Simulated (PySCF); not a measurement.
# Fractional electron number in Xe(2+) (xenon, charge +2)

The 5p beta orbital of [Kr] 4d10 5s2 5p4 is emptied in steps (occupation f), with all orbitals relaxed, ending at [Kr] 4d10 5s2 5p3. All numbers are calculated (PySCF 2.14, the spin-free X2C one-electron Hamiltonian (Gaussian nucleus), in x2c-TZVPall). The exact energy is a straight line in f; departures are measured from the line between the end points of the same method.

| f | UHF (eV) | LDA (eV) | PBE (eV) | PBE0 (eV) | r2SCAN (eV) | LC-wPBE (eV) | BHandHLYP (eV) | wB97X (eV) | B3LYP (eV) | TPSS (eV) |
| --- | --- | --- | --- | --- | --- | --- | --- | --- | --- | --- |
| 1 | 0.000 | 0.000 | 0.000 | 0.000 | 0.000 | 0.000 | 0.000 | 0.000 | 0.000 | 0.000 |
| 0.9 | 0.061 | -0.442 | -0.427 | -0.307 | -0.397 | -0.054 | -0.200 | -0.107 | -0.343 | -0.416 |
| 0.7 | 0.140 | -1.032 | -0.995 | -0.714 | -0.919 | -0.124 | -0.468 | -0.260 | -0.802 | -0.967 |
| 0.5 | 0.164 | -1.229 | -1.183 | -0.848 | -1.079 | -0.144 | -0.561 | -0.323 | -0.956 | -1.146 |
| 0.3 | 0.135 | -1.032 | -0.991 | -0.710 | -0.887 | -0.117 | -0.475 | -0.286 | -0.805 | -0.956 |
| 0.1 | 0.057 | -0.442 | -0.424 | -0.303 | -0.367 | -0.048 | -0.206 | -0.130 | -0.346 | -0.407 |
| 0 | 0.000 | 0.000 | 0.000 | 0.000 | 0.000 | 0.000 | 0.000 | 0.000 | 0.000 | 0.000 |

```csv
method,E(f=0) − E(f=1) (eV),−ε at f=1 (eV),−ε at f=0.5 (eV)
UHF,29.301,29.985,29.288
LDA,30.791,25.886,30.790
PBE,30.444,25.700,30.455
PBE0,30.457,27.044,30.471
r2SCAN,30.434,26.002,30.524
LC-wPBE,30.589,29.983,30.608
BHandHLYP,30.466,28.252,30.446
wB97X,30.613,29.440,30.535
B3LYP,30.634,26.824,30.625
TPSS,30.423,25.799,30.455
```

Orbital energy along the path (eV):

```csv
f,UHF,LDA,PBE,PBE0,r2SCAN,LC-wPBE,BHandHLYP,wB97X,B3LYP,TPSS
1,-29.985,-25.886,-25.700,-27.044,-26.002,-29.983,-28.252,-29.440,-26.824,-25.799
0.9,-29.839,-26.861,-26.652,-27.732,-26.917,-30.112,-28.687,-29.641,-27.581,-26.733
0.7,-29.556,-28.822,-28.555,-29.106,-28.737,-30.365,-29.561,-30.066,-29.099,-28.600
0.5,-29.288,-30.790,-30.455,-30.471,-30.524,-30.608,-30.446,-30.535,-30.625,-30.455
0.3,-29.032,-32.761,-32.343,-31.821,-32.241,-30.835,-31.348,-31.078,-32.158,-32.277
0.1,-28.789,-34.722,-34.217,-33.155,-33.784,-31.026,-32.284,-31.732,-33.704,-34.053
0,-28.671,-35.697,-35.151,-33.817,-34.402,-31.101,-32.775,-32.083,-34.483,-34.947
```

Reference removal energy between the ground levels: 31.05 ± 0.04 eV (semi-empirical (NIST evaluation); NIST Atomic Spectra Database, ionization energies). The calculation has no spin-orbit coupling. UHF lacks correlation.
